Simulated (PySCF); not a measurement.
**Germanium: a sound run and one with changed settings**

Sound run: Ge⁺ [Ar] 3d10 4s2 4p1, Ge²⁺ [Ar] 3d10 4s2. Calculation: PySCF 2.14, in jorge-DZP-DKH; the spin-free X2C one-electron Hamiltonian (Gaussian nucleus). The sound run starts from symmetry-adapted Hartree-Fock orbitals and uses a fine grid where one is needed.

A second run was set up differently.

| species | method | sound run (hartree) | changed run (hartree) | converged |
| --- | --- | --- | --- | --- |
| Ge⁺ | UHF | -2096.66301 | -2096.66301 | yes |
| Ge⁺ | M06-2X | -2098.40518 | -2099.10699 | yes |
| Ge⁺ | TPSS | -2098.27643 | -2104.00930 | yes |
| Ge²⁺ | UHF | -2096.10960 | -2096.10960 | yes |
| Ge²⁺ | M06-2X | -2097.83576 | -2098.53099 | yes |
| Ge²⁺ | TPSS | -2097.70346 | -2103.39468 | yes |

Ionisation energy of Ge⁺:

| method | sound run (eV) | changed run (eV) |
| --- | --- | --- |
| UHF | 15.059 | 15.059 |
| M06-2X | 15.495 | 15.674 |

Q: What was changed?
A. too few SCF iterations
B. angular grid far too coarse
C. level shift left on
D. minimal basis

A: B. It used 6 angular points. A coarse angular grid integrates products of high-l functions wrongly, so density functionals can shift, and the SCF can exploit the error; Hartree-Fock and MP2 need no grid.
